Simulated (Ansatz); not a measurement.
Relaxation of AlCl3FH4N (10 atoms, charge 0, multiplicity 1), to a largest force component of 0.03 eV/Å in at most 50 steps.

These are results of Ansatz 0.2.0, UKS B3LYP/6-31G*, not measurements.

```xyz
10
Properties=species:S:1:pos:R:3
Al -1.532 -0.236 -1.741
Cl -0.918 -1.934 -0.497
Cl -0.794 -0.132 -3.686
Cl -3.117 0.941 -1.070
H 0.879 1.371 0.090
F 0.550 1.749 -0.685
H 0.680 -1.016 1.382
N 1.214 -0.217 1.723
H 2.177 -0.527 1.832
H 0.863 0.001 2.653
```

Problem. Where does it end, and by what steps?

Solution. It converged. After 13 steps the energy has fallen by 2.290 eV; H5 moved furthest, 0.95 Å. Parted: H5–F6 (0.92 → 1.51 Å). Joined: Al1–F6 (3.06 → 1.74 Å), H5–N8 (2.30 → 1.07 Å).

```csv
step,energy less start (eV),largest force component (eV/Å),accepted
0,0.0000,1.484,yes
1,-0.2949,0.656,yes
2,-0.5967,0.818,yes
3,-1.0022,1.250,yes
4,-1.3767,1.017,yes
5,-1.6364,1.711,yes
6,-1.9021,2.473,yes
7,-2.0986,0.947,yes
8,-2.2045,0.336,yes
9,-2.2300,0.333,yes
10,-2.2724,0.228,yes
11,-2.2859,0.177,yes
12,-2.2895,0.137,yes
13,-2.2903,0.016,yes
```

```xyz
10
Properties=species:S:1:pos:R:3
Al -1.061 0.157 -1.433
Cl -0.803 -1.786 -0.383
Cl -0.585 -0.045 -3.496
Cl -2.967 0.985 -0.950
H 0.797 0.575 0.606
F 0.154 1.123 -0.651
H 0.562 -0.959 1.162
N 1.072 -0.083 1.408
H 2.080 -0.246 1.429
H 0.751 0.277 2.309
```

The run took 92 s on 4 threads of Arm Neoverse N1 (shared host), peak memory 0.44 GiB.
